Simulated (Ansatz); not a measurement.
Ansatz (a program for electronic structure) job for C4H12Si2, SMILES C=C(C)[SiH2][SiH2]C, PBE-D3(BJ)/def2-SVP. 

Ansatz 0.2 input:
```yaml
crystal:
  periodic: [false, false, false]
  atoms:
    - {symbol: C, position_ang: [-2.63315130, -0.89540522, 0.74540524]}
    - {symbol: C, position_ang: [-1.82980582, -0.21399037, -0.08373246]}
    - {symbol: C, position_ang: [-2.26361049, 1.05735070, -0.75619556]}
    - {symbol: Si, position_ang: [-0.07734391, -0.82799541, -0.40342668]}
    - {symbol: Si, position_ang: [1.50931161, 0.68308329, 0.44658964]}
    - {symbol: C, position_ang: [3.27401710, 0.12832592, 0.07741167]}
    - {symbol: H, position_ang: [-3.65018199, -0.54844389, 0.96849080]}
    - {symbol: H, position_ang: [-2.31573871, -1.82203313, 1.23350819]}
    - {symbol: H, position_ang: [-1.60807302, 1.90061652, -0.48015392]}
    - {symbol: H, position_ang: [-3.29716114, 1.32736962, -0.48951104]}
    - {symbol: H, position_ang: [-2.20500478, 0.96633113, -1.85380867]}
    - {symbol: H, position_ang: [0.10630197, -2.17233043, 0.23028440]}
    - {symbol: H, position_ang: [0.15630301, -0.96929655, -1.87970726]}
    - {symbol: H, position_ang: [1.26146701, 2.03365121, -0.15759422]}
    - {symbol: H, position_ang: [1.30475514, 0.81695687, 1.92530715]}
    - {symbol: H, position_ang: [4.00335884, 0.84818576, 0.47911477]}
    - {symbol: H, position_ang: [3.43565183, 0.04424509, -1.00803697]}
    - {symbol: H, position_ang: [3.47607708, -0.85416862, 0.53049187]}
basis:
  gaussian:
    orbitals: def2-SVP
hamiltonian:
  xc: pbe
  dispersion: d3bj
relax: {f_tol: 0.002, max_steps: 200}
```

It prints:

```
WARN ansatz: RAYON_NUM_THREADS=2 ignored (pool sized by the plan → 2); use --threads N
Functional definition: PBE
integrals: 0.11 GiB planned
1720 factors; their error is unknown
mean field: 0.55 GiB planned
mean field evaluation 1: about -20060.7342 eV, gradient 7.6e1 eV
mean field evaluation 2: about -20037.7179 eV, gradient 1.1e2 eV
mean field evaluation 4: about -20075.9742 eV, gradient 7.4e0 eV
mean field evaluation 8: about -20076.1181 eV, gradient 2.7e-1 eV
mean field evaluation 16: about -20076.0092 eV, gradient 7.6e-4 eV
mean field -20076.00923242 eV, -737.7797312837 hartree, gradient 1.3e-5 eV, S^2 0.000000; 0 other end points of the search recorded, 0 dependent functions left out
the calculation of the forces begins
reference -20076.00927790 eV, -737.7797329549 hartree; 32, 32 occupied and 120, 120 virtual orbitals, 1720 factors
relax step   1: F+E_penalty+E_count = -20076.45233518 eV  Δ(F+E_penalty+E_count) = +0.000e0 eV  max|allowed force component| = 2.730e-1 eV/Å  Δτ_max = 0.0000 Å  (30 SCF iters, accepted)
these checks for a lower state are left out or cut short: starts, cluster_reference, orbital_swaps, neighbouring_geometries, increment
integrals: 0.11 GiB planned
1720 factors; their error is unknown
mean field: 0.55 GiB planned
mean field -20076.02957801 eV, -737.7804789702 hartree, gradient 2.5e-5 eV, S^2 0.000000; 0 other end points of the search recorded, 0 dependent functions left out
the calculation of the forces begins
reference -20076.02962368 eV, -737.7804806484 hartree; 32, 32 occupied and 120, 120 virtual orbitals, 1720 factors
relax step   2: F+E_penalty+E_count = -20076.47036545 eV  Δ(F+E_penalty+E_count) = -1.803e-2 eV  max|allowed force component| = 7.827e-2 eV/Å  Δτ_max = 0.0209 Å  (32 SCF iters, accepted)
these checks for a lower state are left out or cut short: starts, cluster_reference, orbital_swaps, neighbouring_geometries, increment
integrals: 0.11 GiB planned
1720 factors; their error is unknown
mean field: 0.55 GiB planned
mean field evaluation 32: about -20076.0312 eV, gradient 1.6e-3 eV
mean field -20076.03122857 eV, -737.7805396271 hartree, gradient 2.6e-5 eV, S^2 0.000000; 0 other end points of the search recorded, 0 dependent functions left out
the calculation of the forces begins
reference -20076.03127425 eV, -737.7805413058 hartree; 32, 32 occupied and 120, 120 virtual orbitals, 1720 factors
relax step   3: F+E_penalty+E_count = -20076.47166434 eV  Δ(F+E_penalty+E_count) = -1.299e-3 eV  max|allowed force component| = 2.499e-2 eV/Å  Δτ_max = 0.0081 Å  (32 SCF iters, accepted)
these checks for a lower state are left out or cut short: starts, cluster_reference, orbital_swaps, neighbouring_geometries, increment
integrals: 0.11 GiB planned
1720 factors; their error is unknown
mean field: 0.55 GiB planned
mean field -20076.03164111 eV, -737.7805547877 hartree, gradient 2.6e-5 eV, S^2 0.000000; 0 other end points of the search recorded, 0 dependent functions left out
the calculation of the forces begins
reference -20076.03168682 eV, -737.7805564676 hartree; 32, 32 occupied and 120, 120 virtual orbitals, 1720 factors
relax step   4: F+E_penalty+E_count = -20076.47168471 eV  Δ(F+E_penalty+E_count) = -2.036e-5 eV  max|allowed force component| = 3.448e-2 eV/Å  Δτ_max = 0.0122 Å  (31 SCF iters, accepted)
these checks for a lower state are left out or cut short: starts, cluster_reference, orbital_swaps, neighbouring_geometries, increment
integrals: 0.11 GiB planned
1720 factors; their error is unknown
mean field: 0.55 GiB planned
mean field -20076.03171882 eV, -737.7805576436 hartree, gradient 9.6e-6 eV, S^2 0.000000; 0 other end points of the search recorded, 0 dependent functions left out
the calculation of the forces begins
reference -20076.03176453 eV, -737.7805593233 hartree; 32, 32 occupied and 120, 120 virtual orbitals, 1720 factors
relax step   5: F+E_penalty+E_count = -20076.47188925 eV  Δ(F+E_penalty+E_count) = -2.045e-4 eV  max|allowed force component| = 5.617e-3 eV/Å  Δτ_max = 0.0079 Å  (24 SCF iters, accepted)
these checks for a lower state are left out or cut short: starts, cluster_reference, orbital_swaps, neighbouring_geometries, increment
integrals: 0.11 GiB planned
1720 factors; their error is unknown
mean field: 0.55 GiB planned
mean field -20076.03170368 eV, -737.7805570873 hartree, gradient 1.2e-5 eV, S^2 0.000000; 0 other end points of the search recorded, 0 dependent functions left out
the calculation of the forces begins
reference -20076.03174939 eV, -737.7805587669 hartree; 32, 32 occupied and 120, 120 virtual orbitals, 1720 factors
relax step   6: F+E_penalty+E_count = -20076.47189449 eV  Δ(F+E_penalty+E_count) = -5.241e-6 eV  max|allowed force component| = 2.107e-3 eV/Å  Δτ_max = 0.0008 Å  (22 SCF iters, accepted)
these checks for a lower state are left out or cut short: starts, cluster_reference, orbital_swaps, neighbouring_geometries, increment
integrals: 0.11 GiB planned
1720 factors; their error is unknown
mean field: 0.55 GiB planned
mean field -20076.03169107 eV, -737.7805566237 hartree, gradient 1.1e-5 eV, S^2 0.000000; 0 other end points of the search recorded, 0 dependent functions left out
the calculation of the forces begins
reference -20076.03173677 eV, -737.7805583034 hartree; 32, 32 occupied and 120, 120 virtual orbitals, 1720 factors
relax step   7: F+E_penalty+E_count = -20076.47189563 eV  Δ(F+E_penalty+E_count) = -1.139e-6 eV  max|allowed force component| = 2.622e-3 eV/Å  Δτ_max = 0.0014 Å  (22 SCF iters, accepted)
these checks for a lower state are left out or cut short: starts, cluster_reference, orbital_swaps, neighbouring_geometries, increment
integrals: 0.11 GiB planned
1720 factors; their error is unknown
mean field: 0.55 GiB planned
mean field evaluation 64: about -20076.0317 eV, gradient 9.3e-6 eV
mean field -20076.03170159 eV, -737.7805570105 hartree, gradient 9.3e-6 eV, S^2 0.000000; 0 other end points of the search recorded, 0 dependent functions left out
the calculation of the forces begins
reference -20076.03174730 eV, -737.7805586902 hartree; 32, 32 occupied and 120, 120 virtual orbitals, 1720 factors
relax step   8: F+E_penalty+E_count = -20076.47189784 eV  Δ(F+E_penalty+E_count) = -2.215e-6 eV  max|allowed force component| = 1.617e-3 eV/Å  Δτ_max = 0.0011 Å  (22 SCF iters, accepted)
these checks for a lower state are left out or cut short: starts, cluster_reference, orbital_swaps, neighbouring_geometries, increment
integrals: 0.11 GiB planned
1720 factors; their error is unknown
mean field: 0.55 GiB planned
mean field -20076.03172746 eV, -737.7805579613 hartree, gradient 1.2e-5 eV, S^2 0.000000; 0 other end points of the search recorded, 0 dependent functions left out
the calculation of the forces begins
reference -20076.03177318 eV, -737.7805596413 hartree; 32, 32 occupied and 120, 120 virtual orbitals, 1720 factors
relax step   9: F+E_penalty+E_count = -20076.47190263 eV  Δ(F+E_penalty+E_count) = -4.785e-6 eV  max|allowed force component| = 2.926e-3 eV/Å  Δτ_max = 0.0045 Å  (23 SCF iters, accepted)
these checks for a lower state are left out or cut short: starts, cluster_reference, orbital_swaps, neighbouring_geometries, increment
integrals: 0.11 GiB planned
1720 factors; their error is unknown
mean field: 0.55 GiB planned
mean field -20076.03174170 eV, -737.7805584846 hartree, gradient 2.4e-5 eV, S^2 0.000000; 0 other end points of the search recorded, 0 dependent functions left out
the calculation of the forces begins
reference -20076.03178742 eV, -737.7805601647 hartree; 32, 32 occupied and 120, 120 virtual orbitals, 1720 factors
relax step  10: F+E_penalty+E_count = -20076.47190517 eV  Δ(F+E_penalty+E_count) = -2.544e-6 eV  max|allowed force component| = 2.644e-3 eV/Å  Δτ_max = 0.0037 Å  (22 SCF iters, accepted)
these checks for a lower state are left out or cut short: starts, cluster_reference, orbital_swaps, neighbouring_geometries, increment
integrals: 0.11 GiB planned
1720 factors; their error is unknown
mean field: 0.55 GiB planned
mean field -20076.03174517 eV, -737.7805586120 hartree, gradient 1.3e-5 eV, S^2 0.000000; 0 other end points of the search recorded, 0 dependent functions left out
the calculation of the forces begins
reference -20076.03179090 eV, -737.7805602925 hartree; 32, 32 occupied and 120, 120 virtual orbitals, 1720 factors
relax step  11: F+E_penalty+E_count = -20076.47190773 eV  Δ(F+E_penalty+E_count) = -2.562e-6 eV  max|allowed force component| = 1.956e-3 eV/Å  Δτ_max = 0.0062 Å  (23 SCF iters, accepted)
these checks for a lower state are left out or cut short: starts, cluster_reference, orbital_swaps, neighbouring_geometries, increment
integrals: 0.11 GiB planned
1720 factors; their error is unknown
mean field: 0.55 GiB planned
mean field -20076.03173214 eV, -737.7805581331 hartree, gradient 1.9e-5 eV, S^2 0.000000; 0 other end points of the search recorded, 0 dependent functions left out
the calculation of the forces begins
reference -20076.03177787 eV, -737.7805598137 hartree; 32, 32 occupied and 120, 120 virtual orbitals, 1720 factors
relax step  12: F+E_penalty+E_count = -20076.47190858 eV  Δ(F+E_penalty+E_count) = -8.477e-7 eV  max|allowed force component| = 2.609e-3 eV/Å  Δτ_max = 0.0027 Å  (22 SCF iters, accepted)
these checks for a lower state are left out or cut short: starts, cluster_reference, orbital_swaps, neighbouring_geometries, increment
integrals: 0.11 GiB planned
1720 factors; their error is unknown
mean field: 0.55 GiB planned
mean field -20076.03173287 eV, -737.7805581598 hartree, gradient 1.1e-5 eV, S^2 0.000000; 0 other end points of the search recorded, 0 dependent functions left out
the calculation of the forces begins
reference -20076.03177860 eV, -737.7805598405 hartree; 32, 32 occupied and 120, 120 virtual orbitals, 1720 factors
relax step  13: F+E_penalty+E_count = -20076.47191009 eV  Δ(F+E_penalty+E_count) = -1.510e-6 eV  max|allowed force component| = 1.729e-3 eV/Å  Δτ_max = 0.0012 Å  (22 SCF iters, accepted)
integrals: 0.11 GiB planned
1720 factors; their error is unknown
mean field: 0.55 GiB planned
mean field evaluation 96: about -20076.1435 eV, gradient 2.8e-1 eV
mean field -20076.03173287 eV, -737.7805581598 hartree, gradient 1.1e-5 eV, S^2 0.000000; 1 other end points of the search recorded, 0 dependent functions left out
the calculation of the forces begins
reference -20076.03177860 eV, -737.7805598405 hartree; 32, 32 occupied and 120, 120 virtual orbitals, 1720 factors
Total energy: -20076.47195583 eV, -737.7967360551 hartree
Atom 0 at    -2.654149    -0.900197     0.751261 Å, force    -0.000288     0.000789     0.000623 eV/Å
Atom 1 at    -1.840370    -0.216325    -0.083323 Å, force    -0.001729    -0.000544     0.001076 eV/Å
Atom 2 at    -2.268673     1.060743    -0.763789 Å, force     0.000170     0.000337    -0.000642 eV/Å
Atom 3 at    -0.078274    -0.835029    -0.397386 Å, force    -0.000162     0.000071    -0.000943 eV/Å
Atom 4 at     1.515359     0.679577     0.455954 Å, force     0.000143     0.000116     0.000393 eV/Å
Atom 5 at     3.291854     0.134257     0.070649 Å, force     0.001377    -0.000475    -0.000050 eV/Å
Atom 6 at    -3.678668    -0.547036     0.971236 Å, force     0.000330    -0.000330    -0.000361 eV/Å
Atom 7 at    -2.338070    -1.833198     1.245859 Å, force     0.000449     0.000145    -0.000294 eV/Å
Atom 8 at    -1.602118     1.907829    -0.491943 Å, force     0.000059    -0.000234     0.000169 eV/Å
Atom 9 at    -3.308247     1.341749    -0.497381 Å, force     0.000092    -0.000017    -0.000170 eV/Å
Atom 10 at    -2.208767     0.966550    -1.869616 Å, force     0.000140    -0.000088     0.000187 eV/Å
Atom 11 at     0.103328    -2.189763     0.239373 Å, force     0.000324     0.000317     0.000238 eV/Å
Atom 12 at     0.162572    -0.977508    -1.883248 Å, force     0.000320     0.000355     0.000080 eV/Å
Atom 13 at     1.255882     2.042517    -0.141510 Å, force    -0.000465    -0.000334    -0.000449 eV/Å
Atom 14 at     1.319420     0.806535     1.946830 Å, force     0.000136    -0.000421    -0.000049 eV/Å
Atom 15 at     4.024071     0.861561     0.475608 Å, force    -0.000452     0.000063     0.000076 eV/Å
Atom 16 at     3.448427     0.056948    -1.023957 Å, force    -0.000261     0.000101     0.000183 eV/Å
Atom 17 at     3.503595    -0.856759     0.519821 Å, force    -0.000183     0.000148    -0.000067 eV/Å
Dipole moment:     0.049702     0.047398    -0.032993 e Å
```

The calculation finished and met its thresholds.
